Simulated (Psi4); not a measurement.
Predicting a hybrid from its neighbours: YCl3 (yttrium trichloride)

The species is YCl3 (4 atoms), meant as a singlet with charge 0. SMILES: `[Cl][Y]([Cl])[Cl]`. Geometry: relaxed at PBE0-D4/def2-TZVP.

The vertical ionisation energy (to the doublet cation) y, in eV, basis def2-SVP with a core potential; a is the functional's share of exact exchange. Programs: Psi4 1.11.

| functional | program | a | y (eV) |
| --- | --- | --- | --- |
| BLYP | Psi4 | 0 | 10.15 |
| revPBE | Psi4 | 0 | 10.36 |
| B3LYP | Psi4 | 0.2 | ? |
| PBE0 | Psi4 | 0.25 | 11.03 |
| BHLYP | Psi4 | 0.5 | 11.39 |

Fit y = c + s·a to the known rows and predict B3LYP.


1. Means of the 4 rows: a = 0.1875, y = 10.732.
2. Σ(Δa)² = 0.17188, Σ(Δa·Δy) = 0.40313, so the slope is 0.40313/0.17188 = 2.3454.
3. Intercept: 10.732 − (2.3454) × 0.1875 = 10.292. The largest residual of the fit is 0.15.
4. B3LYP: 10.292 + (2.3454) × 0.2 = 10.76 eV.

The run gave 10.83 eV, so the prediction is off by -0.07 eV, within the largest residual. The rows mix families of semi-local functionals, which the line can't see. Spin-orbit coupling is left out.
